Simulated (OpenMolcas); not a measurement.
What dynamic correlation does to the levels of Ar+

```yaml
Program: OpenMolcas
Basis: ANO-RCC-VDZP [4s3p1d]
Scalar_Hamiltonian: DKH2, point nucleus
Active_space: 7 electrons in 4 orbitals (3s 3p)
State_averaging: 2S+1 = 2 odd, 3 roots; 2S+1 = 2 even, 1 root
Spin-orbit_coupling: state interaction with AMFI integrals over the reference wave functions, term energies averaged over their components
```

Methods on the same reference wave functions:
A. CASSCF
B. SS-CASPT2, IPEA 0.25 Eh, imaginary shift 0.1 Eh (closed shells correlated: 2s 2p)

Energies in cm-1 above 3s2 3p5 2P* 3/2, the measured ground level; measured values from NIST Handbook of Basic Atomic Spectroscopic Data.

```json
{"Level": "3s2 3p5 2P* 3/2", "A": "0.0", "B": "0.0", "Measured": "0.0"}
{"Level": "3s2 3p5 2P* 1/2", "A": "1370", "B": "1370", "Measured": "1432"}
{"Level": "3s 3p6 2S 1/2", "A": "150965", "B": "126409", "Measured": "108722"}
```

Deviations, from unrounded energies. A percentage is the sum of absolute deviations over the sum of measured energies, with the sign that they share, or ± where signs differ.

```json
{"Against measurement": "mean absolute deviation (cm-1)", "Levels": "2", "A": "21000", "B": "8900"}
{"Against measurement": "fine structure of the ground term (%)", "Levels": "1", "A": "-4.3", "B": "-4.3"}
{"Against measurement": "other configurations (%)", "Levels": "1", "A": "+38.9", "B": "+16.3"}
```

B lies closest to measurement on these levels. The largest miss of B in the table is 3s 3p6 2S 1/2, by +18000 cm-1. The ranking rests on the paired levels alone, and a cruder setting can come out closer through cancelling errors.

The lowest spin-free term lies below A's lowest term by 0.142 hartree in B.

Over all roots computed the reference weight is 0.88 to 0.96 in B; the roots of lowest weight are the least certain, and an intruder state may touch them. Without dynamic correlation excited terms often stand tens of per cent too high (terms of higher spin than the ground term too low), and those without a measured partner can miss by more than the paired ones (holds for A). Computed and measured levels are paired by configuration, term and J; levels that our copy of the source lacks, or whose pairing is in doubt (as where it misses far off the trend of its configuration), stay unpaired and out of the deviations. Only configurations of the active space appear.

* marks odd parity.
